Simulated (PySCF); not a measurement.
Highest orbital energy against ionisation energy along the second row

Calculated with PySCF 2.14, no spin-orbit coupling. Each cell gives −ε(HOMO) / ΔSCF in eV; NIST values include spin-orbit coupling, (s) semi-empirical, (t) theoretical.

```json
{"species": "Be⁺ (aug-cc-pVTZ-DK, spin-free X2C)", "UHF": "18.130 / 18.128", "LDA": "14.297 / 18.251", "PBE": "14.464 / 18.494", "PBE0": "15.477 / 18.455", "r2SCAN": "14.596 / 18.185", "NIST (lowest levels)": "18.211"}
{"species": "B⁺ (aug-cc-pVTZ-DK, spin-free X2C)", "UHF": "23.782 / 23.448", "LDA": "19.407 / 24.552", "PBE": "19.504 / 24.604", "PBE0": "20.794 / 24.562", "r2SCAN": "19.726 / 24.257", "NIST (lowest levels)": "25.155"}
{"species": "C⁺ (aug-cc-pVTZ-DK, spin-free X2C)", "UHF": "24.854 / 24.146", "LDA": "17.792 / 24.747", "PBE": "17.941 / 24.828", "PBE0": "19.780 / 24.811", "r2SCAN": "18.624 / 24.980", "NIST (lowest levels)": "24.383"}
{"species": "N⁺ (aug-cc-pVTZ-DK, spin-free X2C)", "UHF": "30.358 / 29.186", "LDA": "21.993 / 30.034", "PBE": "22.014 / 29.881", "PBE0": "24.232 / 29.892", "r2SCAN": "22.786 / 30.121", "NIST (lowest levels)": "29.601 (s)"}
{"species": "O⁺ (aug-cc-pVTZ-DK, spin-free X2C)", "UHF": "36.186 / 34.556", "LDA": "26.430 / 35.562", "PBE": "26.364 / 35.263", "PBE0": "28.969 / 35.295", "r2SCAN": "27.281 / 35.463", "NIST (lowest levels)": "35.121"}
{"species": "F⁺ (aug-cc-pVTZ-DK, spin-free X2C)", "UHF": "35.636 / 33.378", "LDA": "26.171 / 35.247", "PBE": "26.450 / 35.411", "PBE0": "29.027 / 35.240", "r2SCAN": "27.037 / 35.099", "NIST (lowest levels)": "34.971"}
{"species": "Ne⁺ (aug-cc-pVTZ-DK, spin-free X2C)", "UHF": "42.083 / 39.247", "LDA": "31.242 / 41.414", "PBE": "31.244 / 41.130", "PBE0": "34.220 / 40.990", "r2SCAN": "32.025 / 41.119", "NIST (lowest levels)": "40.963"}
```

**Question.** How far is −ε(HOMO) from ΔSCF on average for each method, and why?

**Answer.** UHF 1.28 eV; LDA -7.50 eV; PBE -7.38 eV; PBE0 -5.25 eV; r2SCAN -6.74 eV. Hartree-Fock orbital energies lack relaxation and so exceed the ΔSCF value; semilocal functionals have convex E(N) from self-interaction, so their HOMO lies far too high; exact exchange moves hybrids part of the way back.
